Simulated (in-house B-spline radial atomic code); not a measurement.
The numbers below are computed, except where a source is named.
**C6 from the polarisability at imaginary frequency: C2+**

HSE06 linear response of the closed shell [He] 2s2, from an all-electron radial atomic-structure program (B-spline basis); non-relativistic, point nucleus, no spin-orbit coupling.

The dispersion coefficient of two like species is C6 = (3/π) ∫ α(iu)² du from 0 to ∞.

```tsv
u (hartree)	α(iu) (bohr³)
0	4.289
0.156	3.839
0.364	2.654
0.624	1.593
1.04	0.8279
1.56	0.461
2.34	0.2478
3.64	0.1226
5.2	0.06884
7.79	0.03587
13	0.01571
26	0.004861
```

(1) Fit one oscillator, α(iu) = α(0)/(1 + u²/ω²), through u = 1.04 and estimate C6.

(2) How does that compare with the full integral?

Answers

(1) From α(0)/α(iu) − 1 = 4.289/0.8279 − 1 = 4.1806, ω = u/√4.1806 = 0.5086 hartree (13.8 eV). London's formula gives C6 = (3/4) α(0)² ω = 0.75 × 4.289² × 0.5086 = 7.018 hartree·bohr⁶, and the oscillator holds f = α(0) ω² = 1.11 electrons, of a sum of oscillator strengths of 4.0.

(2) The program's quadrature over all excitations gives C6 = 6.64, so the single oscillator is off by +5.7 %. At the last point the fit gives α = 0.00164 against 0.00486: higher excitations, and deeper shells where there are any, keep the true curve higher at large u.
